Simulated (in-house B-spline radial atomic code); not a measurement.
Orbital energies and mean radii along the 16-electron series, configuration [Ne] 3s2 3p4. The effective charge is n√(-2ε), a non-relativistic measure. Computed with an all-electron radial atomic-structure program (B-spline basis): Dirac-Hartree-Fock, average of the configuration, finite nuclei.

```tsv
ion	Z	energy of 2p1/2 (Eh)	mean radius of 2p1/2 (bohr)	energy of 3s1/2 (Eh)	mean radius of 3s1/2 (bohr)	energy of 2s1/2 (Eh)	mean radius of 2s1/2 (bohr)	effective charge of 2p1/2
S	16	-6.7205	0.43905	-0.88732	1.7141	-9.0613	0.47366	7.3324
Cl+	17	-8.5886	0.40344	-1.4798	1.5006	-11.149	0.43928	8.2891
Ar2+	18	?	?	?	?	?	?	?
K3+	19	?	?	?	?	?	?	?
Ca4+	20	-15.833	0.32415	-4.0126	1.1	-19.067	0.36022	11.255
```

(1) Fill in the row of Ar2+.

(2) Fill in the row of K3+.

(3) How does the screening of 2p1/2 change?

Results:

(1) energy of 2p1/2 (Eh): -10.735; mean radius of 2p1/2 (bohr): 0.37311; energy of 3s1/2 (Eh): -2.2021; mean radius of 3s1/2 (bohr): 1.3363; energy of 2s1/2 (Eh): -13.518; mean radius of 2s1/2 (bohr): 0.40945; effective charge of 2p1/2: 9.2672.

(2) energy of 2p1/2 (Eh): -13.151; mean radius of 2p1/2 (bohr): 0.34695; energy of 3s1/2 (Eh): -3.0475; mean radius of 3s1/2 (bohr): 1.206; energy of 2s1/2 (Eh): -16.159; mean radius of 2s1/2 (bohr): 0.38331; effective charge of 2p1/2: 10.257.

(3) Z less the effective charge goes from 8.67 at Z = 16 to 8.75 at Z = 20.
